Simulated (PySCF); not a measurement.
C₄H₃F₃O.
SMILES: `FC(=C(F)F)[C@H]1CO1`

The closed-shell SCF was solved with PySCF and density fitting under several settings on one GFN2-xTB geometry (grid level 2 and gas phase unless stated).

```csv
settings,basis functions,SCF cycles,E (Eh),HOMO (eV),LUMO (eV),dipole (D)
wB97X-D/def2-SVPD,196,14,-528.3571,-9.31,1.65,2.18
"LC-wPBE/pcSseg-1, IEF-PCM dimethylsulfoxide, start guess sap, fitting basis def2-universal-jkfit",151,13,-528.5411,-9.89,2.43,2.71
"PW91/6-31G*, IEF-PCM chloroform, level shift 0.2 Eh",118,11,-528.7116,-5.42,-0.48,1.99
```

Q: Estimate the rows for these settings: (1) KT3/pcJ-1, IEF-PCM cyclohexane; (2) B97-2/pcSseg-1, IEF-PCM acetone.

A: 
| settings | basis functions | SCF cycles | E (Eh) | HOMO (eV) | LUMO (eV) | dipole (D) |
| --- | --- | --- | --- | --- | --- | --- |
| KT3/pcJ-1, IEF-PCM cyclohexane | 246 | 17 | -535.9431 | -5.90 | -0.85 | 2.10 |
| B97-2/pcSseg-1, IEF-PCM acetone | 151 | 14 | -528.6741 | -6.96 | 0.02 | 2.62 |

Q: Over all rows, what range does the HOMO–LUMO gap span?

A: From 4.94 eV (PW91/6-31G*, IEF-PCM chloroform, level shift 0.2 Eh) to 12.32 eV (LC-wPBE/pcSseg-1, IEF-PCM dimethylsulfoxide, start guess sap, fitting basis def2-universal-jkfit). The functional of the narrowest has no exact exchange, that of the widest range-separated exact exchange.

Q: And the dipole moment?

A: From 1.99 D (PW91/6-31G*, IEF-PCM chloroform, level shift 0.2 Eh) to 2.71 D (LC-wPBE/pcSseg-1, IEF-PCM dimethylsulfoxide, start guess sap, fitting basis def2-universal-jkfit); the largest is 1.36 times the smallest, and the median is 2.18 D.

wB97X-D ran without the empirical dispersion term, which would shift the total energy alone. Cycle counts include a coarse-grid stage where the run had one. All basis functions are spherical, in the Pople sets too. KT3 was designed for NMR shieldings or shifts; total energies of different functionals aren't comparable. One conformer (not necessarily the lowest) at the GFN2-xTB geometry, without vibrations or thermal averaging.

The values belong to the conformer `[F:1][C:2]([F:3])=[C:4]([F:5])[C@H:6]1[CH2:7][O:8]1`: C2–C4–C6–C7 -42°.
